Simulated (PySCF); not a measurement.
Bond stretch in CuF, singlet.

Computed with: RKS-PBE = restricted PBE/def2-TZVP (PySCF); UKS-PBE = unrestricted PBE/def2-TZVP (PySCF); UKS-BHandHLYP = PySCF with unrestricted BHandHLYP/def2-TZVP; UCCSD(T) = CCSD(T) on UHF/def2-TZVP, 6 core orbitals frozen in PySCF 2.14.0.

Energies relative to the lowest point of each curve near equilibrium, in mEh; the last columns give the difference from UCCSD(T):

| R / Å | RKS-PBE | UKS-PBE | UKS-BHandHLYP | UCCSD(T) | RKS-PBE − UCCSD(T) | UKS-PBE − UCCSD(T) | UKS-BHandHLYP − UCCSD(T) |
|---|---|---|---|---|---|---|---|
| 1.34 | 158.3 | 158.3 | 168.7 | 169.0 | -10.7 | -10.7 | -0.3 |
| 1.42 | 85.4 | 85.4 | 93.2 | 97.9 | -12.5 | -12.5 | -4.7 |
| 1.51 | 37.5 | 37.5 | 42.7 | 40.2 | -2.7 | -2.7 | 2.5 |
| 1.59 | 14.6 | 14.6 | 17.7 | 16.5 | -2.0 | -2.0 | 1.2 |
| 1.64 | 6.6 | 6.6 | 8.6 | 8.0 | -1.4 | -1.4 | 0.6 |
| 1.70 | 1.5 | 1.5 | 2.4 | 2.2 | -0.7 | -0.7 | 0.2 |
| 1.76 | 0.0 | 0.0 | 0.0 | 0.0 | 0.0 | 0.0 | 0.0 |
| 1.81 | 0.7 | 0.7 | 0.1 | 0.2 | 0.5 | 0.5 | 0.0 |
| 1.86 | 2.8 | 2.8 | 1.7 | 1.7 | 1.0 | 1.0 | 0.0 |
| 1.94 | 7.9 | 7.9 | 6.4 | 6.2 | 1.7 | 1.7 | 0.2 |
| 2.03 | 15.4 | 15.4 | 13.8 | 13.3 | 2.1 | 2.1 | 0.5 |
| 2.19 | 30.7 | 30.7 | 29.7 | 28.6 | 2.1 | 2.1 | 1.1 |
| 2.35 | 46.2 | 46.2 | 46.6 | 45.1 | 1.1 | 1.1 | 1.5 |
| 2.66 | 72.9 | 72.9 | 77.2 | 75.6 | -2.6 | -2.6 | 1.6 |
| 2.91 | 90.1 | 89.4 | 94.5 | 108.3 | -18.2 | -18.8 | -13.8 |
| 3.19 | 105.0 | 102.1 | 106.9 | 127.2 | -22.2 | -25.1 | -20.3 |
| 3.53 | — | 112.1 | 116.2 | 139.1 | — | -27.0 | -22.9 |
| 3.84 | — | 118.0 | 121.3 | 143.3 | — | -25.2 | -22.0 |
| 4.28 | — | 123.4 | 125.5 | 145.1 | — | -21.7 | -19.7 |
| 4.80 | — | 127.2 | 127.7 | 145.6 | — | -18.5 | -17.9 |
| 5.35 | — | 129.5 | 128.6 | 145.8 | — | -16.3 | -17.2 |
| 6.19 | — | 131.4 | 128.8 | 145.8 | — | -14.4 | -17.0 |
| 7.03 | — | 132.4 | 128.8 | 145.8 | — | -13.4 | -17.0 |

RKS-PBE is furthest from UCCSD(T) at 3.19 (-22.2 mEh, below); its mean absolute difference over the points is 5.1 mEh.

UKS-PBE is furthest from UCCSD(T) at 3.53 (-27.0 mEh, below); its mean absolute difference over the points is 9.6 mEh.

UKS-BHandHLYP is furthest from UCCSD(T) at 3.53 (-22.9 mEh, below); its mean absolute difference over the points is 7.9 mEh.

Dashes: no converged value, or the column stops at the first point that the program doubted or that broke a chosen test of continuity, which isn't proof of a fault.

The restricted form behind RKS-PBE keeps the bonding electrons paired and can't separate into open-shell fragments. The unrestricted determinant behind UKS-PBE is spin-contaminated at 2.91 to 7.03 Å (<S²> up to 0.7, against 0.00 for a pure singlet). At the longest distance UKS-PBE leaves fractional charges on the fragments, a sign of delocalisation error or of the restricted form. The unrestricted determinant behind UKS-BHandHLYP is spin-contaminated at 2.66 to 7.03 Å (<S²> up to 1.0, against 0.00 for a pure singlet). The unrestricted solution behind UCCSD(T) changes between 1.42 and 1.51 Å, which can leave a kink. The unrestricted determinant behind UCCSD(T) is spin-contaminated at 1.34 to 1.42, 2.91 to 7.03 Å (<S²> up to 1.0, against 0.00 for a pure singlet).
